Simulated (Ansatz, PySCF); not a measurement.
C$_{4}$H$_{10}$Cl$_{2}$Si (SMILES CC(C)[Si](C)(Cl)Cl), singlet, at a GFN2-xTB geometry, with bond 10-1 at 1.4 times its length. Base run: PySCF with CASSCF(2,3)/STO-3G.

PySCF was given this input:
```python
from pyscf import gto, scf, mcscf
import numpy

mol = gto.Mole()
mol.atom = '''
    C    -0.64888451    2.23685164   -1.14720436
    C    -0.98637679    1.23936174   -0.03771391
    C    -2.32580803    0.56246272   -0.33756151
    Si    0.41963534   -0.04340823    0.21458360
    C     2.09956028    0.76889249    0.57989321
    Cl   -0.07323815   -1.25762205    1.77215872
    Cl    0.58779103   -1.18314037   -1.45959852
    H    -0.51164522    1.72174001   -2.09510862
    H     0.26200390    2.78409467   -0.91780903
    H    -1.78125505    3.24309486   -1.31249386
    H    -1.10511681    1.80611271    0.89220398
    H    -3.11175647    1.30899432   -0.43727509
    H    -2.27056622    0.00088570   -1.26758359
    H    -2.60399839   -0.12161540    0.46073254
    H     2.45246477    1.34743083   -0.26808565
    H     2.03989917    1.43412944    1.43583279
    H     2.85319671    0.01789588    0.80018641
'''
mol.basis = 'sto-3g'
mol.verbose = 3
mol.build()

mf = scf.RHF(mol)
mf.kernel()
mc = mcscf.CASSCF(mf, 3, 2)
mc.fix_spin_(ss=0.0)
mc.kernel()
occ = numpy.linalg.eigvalsh(mc.fcisolver.make_rdm1(mc.ci, mc.ncas, mc.nelecas))[::-1]
ss = mc.fcisolver.spin_square(mc.ci, mc.ncas, mc.nelecas)[0]
print('natural occupations', occ.round(4), ' <S^2>', round(ss, 4))
```

Programs used: Ansatz (a first-principles code), PySCF; a row that names a program was run with it.

Variants of this job, named by their change:

```json
[
 {"change": "base", "ΔE vs base (mEh)": "0.000", "natural occupations": "1.92 0.08 0.00", "<S^2> of the state": "0.00", "outcome": "converged"},
 {"change": "solver = newton", "ΔE vs base (mEh)": "0.000", "natural occupations": "1.92 0.08 0.00", "<S^2> of the state": "0.00", "outcome": "converged"},
 {"change": "active space = 8 electrons, 7 orbitals", "ΔE vs base (mEh)": "-", "natural occupations": "-", "<S^2> of the state": "-", "outcome": "not converged"},
 {"change": "orbitals = fixed (CASCI); correction = SC-NEVPT2", "ΔE vs base (mEh)": "-233.7", "natural occupations": "2.00 0.00 0.00", "<S^2> of the state": "0.00", "outcome": "converged"},
 {"change": "active space = 8 electrons, 8 orbitals", "ΔE vs base (mEh)": "-32.131", "natural occupations": "1.99 1.99 1.98 1.92 0.08 0.02 0.01 0.01", "<S^2> of the state": "0.00", "outcome": "converged"},
 {"change": "conv_tol = 1e-5", "ΔE vs base (mEh)": "0.000", "natural occupations": "1.92 0.08 0.00", "<S^2> of the state": "0.00", "outcome": "converged"},
 {"change": "active space = 10 electrons, 9 orbitals", "ΔE vs base (mEh)": "-35.142", "natural occupations": "2.00 1.99 1.98 1.98 1.92 0.08 0.03 0.02 0.01", "<S^2> of the state": "0.00", "outcome": "converged"},
 {"change": "fix_spin_ = off", "ΔE vs base (mEh)": "0.000", "natural occupations": "1.92 0.08 0.00", "<S^2> of the state": "0.00", "outcome": "converged"},
 {"change": "code = ansatz", "ΔE vs base (mEh)": "-0.085", "natural occupations": "-", "<S^2> of the state": "-", "outcome": "converged"},
 {"change": "start = MP2 natural orbitals", "ΔE vs base (mEh)": "-0.114", "natural occupations": "1.92 0.08 0.00", "<S^2> of the state": "0.00", "outcome": "converged"},
 {"change": "active space = 4 electrons, 5 orbitals", "ΔE vs base (mEh)": "-13.935", "natural occupations": "1.98 1.92 0.08 0.02 0.00", "<S^2> of the state": "0.00", "outcome": "converged"}
]
```

Active orbitals are taken around the Fermi level unless the row says otherwise; CASSCF can end in different local minima, and two programs can end on different orbitals. State-averaged rows give the lowest state.
